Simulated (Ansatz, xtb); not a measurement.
Relative energy of two isomers of C7H7FO

Structure a is `O=CC1=CCCC(F)=C1`, a singlet and structure b is `O=CC1=CC=CC[C@@H]1F`, a singlet. Both are isolated molecules in the gas phase, relaxed with PBE-D3(BJ)/def2-SVP; the shapes shown needn't be the lowest conformers.

a (Å):

```xyz
16

C    -3.4957    0.5594    0.3993
C    -2.0164    0.5382    0.3372
C    -1.3382    1.6653   -0.0279
C     0.1539    1.6295   -0.2016
C     0.8327    0.5922    0.7104
C     0.0286   -0.6750    0.7904
C    -1.3122   -0.7114    0.6351
F     0.7312   -1.7709    1.1270
O    -4.1909   -0.4099    0.6574
H    -3.9508    1.5719    0.1746
H    -1.8967    2.5843   -0.2733
H     0.6042    2.6311   -0.0514
H     0.3547    1.3701   -1.2706
H     1.8562    0.3604    0.3541
H     0.9482    0.9947    1.7446
H    -1.8956   -1.6319    0.7750
```

b (Å):

```xyz
16

C    -0.4005   -2.5922   -0.2199
C    -0.5963   -1.4039    0.6228
C     0.3595   -0.4269    0.6996
C     0.1745    0.7661    1.5033
C    -1.0423    1.0334    2.0510
C    -2.2094    0.1209    1.8180
C    -1.8212   -1.3204    1.5014
F    -1.5242   -1.9841    2.7054
O    -1.2211   -3.4891   -0.3552
H     0.5910   -2.6124   -0.7688
H     1.2936   -0.5450    0.1225
H     1.0155    1.4638    1.6327
H    -1.2029    1.9600    2.6254
H    -2.9005    0.1160    2.6864
H    -2.8042    0.5295    0.9656
H    -2.6594   -1.8738    1.0284
```

Quicker runs give these differences E(b) − E(a): GFN2-xTB +0.107 eV; HF/STO-3G +0.339 eV (at GFN2-xTB geometries); r2SCAN-D4/def2-SVP +0.070 eV (at GFN2-xTB geometries).

Estimate E(b) − E(a) at the level CCSD(T)/def2-SVP + ΔMP2/def2-TZVPP.

CCSD(T)/def2-SVP + ΔMP2/def2-TZVPP gives E(b) − E(a) = +0.001 eV, slightly favouring structure a, which is too small a margin to settle the true order.

The same difference at several levels:

| level | geometry | E(b) − E(a) (eV) | departure from the last row (eV) | job, with rough time for the two |
| --- | --- | --- | --- | --- |
| GFN2-xTB | GFN2-xTB | +0.107 | +0.106 | optimisation, 0.19 s |
| HF/STO-3G | GFN2-xTB | +0.339 | +0.338 | single point, 0.86 s |
| r2SCAN-D4/def2-SVP | GFN2-xTB | +0.070 | +0.070 | single point, 11 s |
| PBE-D3(BJ)/def2-SVP | PBE-D3(BJ)/def2-SVP | +0.099 | +0.099 | optimisation, 55 s |
| HF/def2-SVP | PBE-D3(BJ)/def2-SVP | +0.002 | +0.001 | part of the CCSD(T) run |
| MP2/def2-SVP | PBE-D3(BJ)/def2-SVP | +0.066 | +0.065 | part of the CCSD(T) run |
| CCSD(T)/def2-SVP | PBE-D3(BJ)/def2-SVP | +0.048 | +0.048 | single point |
| CCSD(T)/def2-SVP + ΔMP2/def2-TZVPP | PBE-D3(BJ)/def2-SVP | +0.001 |  | single point, 6.8 min |

As drawn, both hold the same kinds of bond in the same numbers.

The largest departure from CCSD(T)/def2-SVP + ΔMP2/def2-TZVPP is that of HF/STO-3G, 0.338 eV. The last row adds to CCSD(T) the change of the MP2 difference between the two basis sets, here −0.048 eV.

With thermal terms from frequencies at re-optimised GFN2-xTB minima (ideal gas, soft modes damped towards free rotors, one conformer each, 298.15 K, 1 atm): the zero-point term adds −0.006 eV; ΔH is −0.008 and ΔG −0.002 eV.

The correlated steps freeze 9 core orbitals. Mirror images aren't counted in ΔG. Run with Ansatz 0.2.0, xtb 6.7.1; the last row on 2 threads of Arm Neoverse V2 on a shared host.
